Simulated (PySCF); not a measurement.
## Partial charges of `[H]/N=C/C(C)=C/C=C`

Species: C6H9N.
Geometry (PBE0-D3(BJ)/def2-SVP, Å), atoms numbered from 1 in this order:
```
atom  x, y, z in Å
C1     2.870    0.903   -0.074
C2     1.750    0.231    0.237
C3     0.427    0.647   -0.176
C4    -0.750    0.031    0.095
C5    -0.922   -1.224    0.885
C6    -1.974    0.644   -0.433
N7    -3.122    0.132   -0.228
H8     2.833    1.821   -0.669
H9     3.854    0.559    0.254
H10    1.833   -0.683    0.834
H11    0.385    1.567   -0.773
H12    0.028   -1.637    1.247
H13   -1.435   -1.984    0.277
H14   -1.583   -1.039    1.746
H15   -1.815    1.574   -1.014
H16   -3.850    0.698   -0.671
```

Density: PBE0/pcSseg-1 (PySCF); schemes: Mulliken, IAO, Hirshfeld and ESP-fitted. One conformer (not necessarily the lowest) at the PBE0-D3(BJ)/def2-SVP geometry, without solvent, vibrations or thermal averaging.

Question: Do the Mulliken, IAO, Hirshfeld and ESP-fitted schemes agree on where the charge is lowest?

Answer: The schemes don't all agree: Mulliken C4 (-0.353); IAO N7 (-0.449); Hirshfeld N7 (-0.224); ESP-fitted N7 (-0.676).

Question: For which atoms does the sign change between the 4 schemes (beyond +0.03 e in one, beyond −0.03 e in another)?

Answer: C2 and C4. Atomic charges aren't observables, and each scheme defines them in its own way.

Question: Tabulate the Mulliken, IAO, Hirshfeld and ESP-fitted charges.

Answer: In e:

```json
{"atom": "C1", "environment": "terminal =CH2 carbon", "Mulliken": "-0.150", "IAO": "-0.295", "Hirshfeld": "-0.088", "ESP-fitted": "-0.511"}
{"atom": "C2", "environment": "alkene CH carbon", "Mulliken": "-0.182", "IAO": "-0.134", "Hirshfeld": "-0.045", "ESP-fitted": "+0.137"}
{"atom": "C3", "environment": "alkene CH carbon", "Mulliken": "-0.045", "IAO": "-0.140", "Hirshfeld": "-0.043", "ESP-fitted": "-0.475"}
{"atom": "C4", "environment": "fully substituted alkene carbon", "Mulliken": "-0.353", "IAO": "+0.005", "Hirshfeld": "+0.006", "ESP-fitted": "+0.280"}
{"atom": "C5", "environment": "allylic carbon", "Mulliken": "-0.130", "IAO": "-0.418", "Hirshfeld": "-0.117", "ESP-fitted": "-0.579"}
{"atom": "C6", "environment": "imine carbon", "Mulliken": "+0.104", "IAO": "+0.035", "Hirshfeld": "+0.038", "ESP-fitted": "+0.238"}
{"atom": "N7", "environment": "imine nitrogen", "Mulliken": "-0.349", "IAO": "-0.449", "Hirshfeld": "-0.224", "ESP-fitted": "-0.676"}
{"atom": "H8", "environment": "vinylic hydrogen", "Mulliken": "+0.120", "IAO": "+0.145", "Hirshfeld": "+0.047", "ESP-fitted": "+0.214"}
{"atom": "H9", "environment": "vinylic hydrogen", "Mulliken": "+0.125", "IAO": "+0.154", "Hirshfeld": "+0.051", "ESP-fitted": "+0.190"}
{"atom": "H10", "environment": "vinylic hydrogen", "Mulliken": "+0.119", "IAO": "+0.144", "Hirshfeld": "+0.048", "ESP-fitted": "+0.101"}
{"atom": "H11", "environment": "vinylic hydrogen", "Mulliken": "+0.097", "IAO": "+0.137", "Hirshfeld": "+0.043", "ESP-fitted": "+0.196"}
{"atom": "H12", "environment": "methyl hydrogen", "Mulliken": "+0.118", "IAO": "+0.136", "Hirshfeld": "+0.042", "ESP-fitted": "+0.171"}
{"atom": "H13", "environment": "methyl hydrogen", "Mulliken": "+0.140", "IAO": "+0.164", "Hirshfeld": "+0.046", "ESP-fitted": "+0.174"}
{"atom": "H14", "environment": "methyl hydrogen", "Mulliken": "+0.140", "IAO": "+0.163", "Hirshfeld": "+0.047", "ESP-fitted": "+0.174"}
{"atom": "H15", "environment": "hydrogen on a C=N carbon", "Mulliken": "+0.074", "IAO": "+0.104", "Hirshfeld": "+0.041", "ESP-fitted": "+0.015"}
{"atom": "H16", "environment": "N–H hydrogen", "Mulliken": "+0.171", "IAO": "+0.250", "Hirshfeld": "+0.109", "ESP-fitted": "+0.349"}
```

Mean size of the charges over all atoms: ESP-fitted 0.280 e, IAO 0.180 e, Mulliken 0.151 e, Hirshfeld 0.065 e. Each set sums to the total charge, 0, to within 0.001 e. The Hirshfeld scheme divides the density at each point in proportion to the densities of the neutral, spherically averaged free atoms. The IAO scheme counts the electrons in orthogonalised intrinsic atomic orbitals, a minimal basis polarised so that it spans the occupied orbitals exactly.

Question: How closely do the schemes follow one another over all atoms?

Answer: Correlation coefficient and root-mean-square difference: IAO with Hirshfeld 0.97, 0.137 e; IAO with ESP-fitted 0.90, 0.169 e; Hirshfeld with ESP-fitted 0.89, 0.264 e; Mulliken with Hirshfeld 0.80, 0.117 e; Mulliken with IAO 0.79, 0.130 e; Mulliken with ESP-fitted 0.57, 0.275 e.

Question: Sum the charges by element, for elements with more than one atom.

Answer: 
| element | atoms | Mulliken | IAO | Hirshfeld | ESP-fitted |
| --- | --- | --- | --- | --- | --- |
| C | 6 | -0.756 | -0.948 | -0.249 | -0.910 |
| H | 9 | +1.105 | +1.397 | +0.474 | +1.586 |

The run behind these numbers computed NMR shieldings as well. Time: 32 s. Hardware: one thread of an Arm Neoverse N1 (shared host).
